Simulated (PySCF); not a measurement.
# Fe⁺: excitation energy

Fe⁺ [Ar] 3d6 4s1 (6D) → Fe⁺ [Ar] 3d7 (4F), as a difference of total energies. Computed with PySCF 2.14 in x2c-QZVPPall with one added diffuse shell each of s, p, d, f, g type (12s8p6d5f3g, 128 functions), with scalar relativity by spin-free X2C-1e. Correlated levels: valence: [Ar] frozen; valence and next inner shell: [Ne] frozen. The calculations carry no spin-orbit coupling.

| method | excitation energy (eV) | error (eV) |
| --- | --- | --- |
| UHF | 1.917 | +1.669 |
| LDA | 0.097 | -0.151 |
| PBE | 0.097 | -0.151 |
| PBE0 | 0.371 | +0.123 |
| r2SCAN | 0.413 | +0.165 |
| revPBE | 0.071 | -0.177 |
| wB97M-V | -0.112 | -0.360 |
| TPSSh | 0.038 | -0.210 |
| MP2 (valence) | 0.273 | +0.025 |
| SCS-MP2 (valence) | -0.071 | -0.319 |
| MP2 (valence and next inner shell) | 0.005 | -0.243 |
| SCS-MP2 (valence and next inner shell) | -0.140 | -0.388 |

Reference: 0.248 eV (measured; NIST levels, between the centres of gravity of the two terms).

Errors of the correlated levels include the incompleteness of this basis and the frozen core.
